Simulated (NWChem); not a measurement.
System meant: SnH$_{3}$O$_{2}$Cl; SMILES [Cl][SnH]([OH])[OH]

NWChem input:

```
start job
memory heap 200 mb stack 900 mb global 1100 mb
geometry units angstroms noautoz
  Sn     0.028265     0.400805     0.333766
  O     -1.488452     1.345321    -0.550427
  O      1.759123     1.136805    -0.348552
  Cl     0.060646    -1.881362    -0.325859
  H     -0.194141     0.601152     2.020223
  H     -1.358466     1.354175    -1.519270
  H      2.226834     0.420961    -0.824168
end
basis spherical
  * library def2-svp
end
dft
  xc xpbe96 cpbe96
  iterations 150
  mulliken
end
task dft energy
```

End of the output:

```
             Grid Information
             ----------------
          Grid used for XC integration:  medium
          Radial quadrature: Mura-Knowles
          Angular quadrature: Lebedev.
          Tag              B.-S. Rad. Rad. Pts. Rad. Cut. Ang. Pts.
          ---              ---------- --------- --------- ---------
          Sn                  1.45      123           8.0       590
          O                   0.60       49          10.0       434
          Cl                  1.00       88          10.0       590
          H                   0.35       45          10.0       434
          Grid pruning is: on
          Number of quadrature shells:   444
          Spatial weights used:  Erf1

          Convergence Information
          -----------------------
          Convergence aids based upon iterative change in
          total energy or number of iterations.
          Levelshifting, if invoked, occurs when the
          HOMO/LUMO gap drops below (HL_TOL):  1.00D-02
          DIIS, if invoked, will attempt to extrapolate
          using up to (NFOCK): 10 stored Fock matrices.

                    Damping( 0%)  Levelshifting(0.5)       DIIS
                  --------------- ------------------- ---------------
          dE  on:    start            ASAP                start
          dE off:    2 iters        150 iters           150 iters

      Screening Tolerance Information
      -------------------------------
          Density screening/tol_rho:  1.00D-10
          AO Gaussian exp screening on grid/accAOfunc:  14
          CD Gaussian exp screening on grid/accCDfunc:  20
          XC Gaussian exp screening on grid/accXCfunc:  20
          Schwarz screening/accCoul:  1.00D-08

      Superposition of Atomic Density Guess
      -------------------------------------

      charge =      50.0 Sn (Tin)

      symmetry species            s     p     d     f
      number of basis functions =10     7     6
      number of cont. functions = 4     4     2
      number of closed shells   = 5     3     2
      number of open shells     = 0     1     0
      open shell occupation     = 0     2     0
 ------------------------------------------------------------------------
 atomscf:atomd: error in atom scf                   0
 ------------------------------------------------------------------------
 ------------------------------------------------------------------------
  current input line :
    20: task dft energy
 ------------------------------------------------------------------------
 ------------------------------------------------------------------------
 This error has not yet been assigned to a category
 ------------------------------------------------------------------------
 For more information see the NWChem manual at https://nwchemgit.github.io

0:atomscf:atomd: error in atom scf:Received an Error in Communication
```

### Question
Find the fault in this run and fix the input.

### Answer
The program stopped with an error. Cause: the def2 basis of a heavy element holds valence functions alone and wants its effective core potential (without it all electrons must fit into that basis). This input runs:
```
start job
memory heap 200 mb stack 900 mb global 1100 mb
geometry units angstroms noautoz
  Sn     0.028265     0.400805     0.333766
  O     -1.488452     1.345321    -0.550427
  O      1.759123     1.136805    -0.348552
  Cl     0.060646    -1.881362    -0.325859
  H     -0.194141     0.601152     2.020223
  H     -1.358466     1.354175    -1.519270
  H      2.226834     0.420961    -0.824168
end
basis spherical
  Sn library def2-svp
  O library def2-svp
  Cl library def2-svp
  H library def2-svp
end
ecp
  Sn library def2-ecp
end
dft
  xc xpbe96 cpbe96
  iterations 150
  mulliken
end
task dft energy
```
It converges to -826.19154 Ha (PBE/def2-SVP with def2 effective core potentials on Sn).
